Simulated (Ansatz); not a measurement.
C2H6InN. Charge 0, multiplicity 1. In: def2 effective core potential. The bonds changed during the relaxation, so this is another structure than the one it started from. Geometry: relaxed with PBE0-D4/def2-TZVP. It is one conformer, not always the lowest.

```xyz
10

N    -0.544   -0.451   -1.095
C    -0.276   -0.803    0.191
C    -0.309    0.017    1.259
In    2.111    0.909   -0.211
H    -0.373   -1.099   -1.839
H    -0.614    0.531   -1.327
H     0.008   -1.844    0.321
H    -0.648    1.042    1.180
H    -0.082   -0.381    2.237
H     0.727    2.079   -0.717
```

Problem. What is the dipole moment at r2SCAN/def2-TZVPP? (Estimate.)

Solution. The calculation gave: 2.28 D, with components (-0.92, -1.93, -0.81) D in this frame, pointing from negative to positive charge.

Problem. And with PBE, B3LYP, ωB97M-V? (Estimate.)

Solution. The calculation gave: PBE 2.24 D, B3LYP 2.20 D, ωB97M-V 2.13 D.

Problem. Give the Mulliken charges with r2SCAN, PBE, ωB97M-V in def2-TZVPP. (An estimate is asked.)

Solution. The calculation gave: 
```
atom  r2SCAN    PBE  ωB97M-V
  N1   -0.31  -0.25    -0.25
  C2    0.09  -0.01     0.04
  C3   -0.35  -0.32    -0.37
 In4    0.18   0.15     0.15
  H5    0.19   0.19     0.15
  H6    0.18   0.18     0.16
  H7    0.10   0.11     0.12
  H8    0.14   0.13     0.16
  H9    0.10   0.11     0.11
 H10   -0.32  -0.28    -0.27
```

B3LYP here is the variant with VWN-RPA as its local correlation; programs differ in this.

Computed with Ansatz.
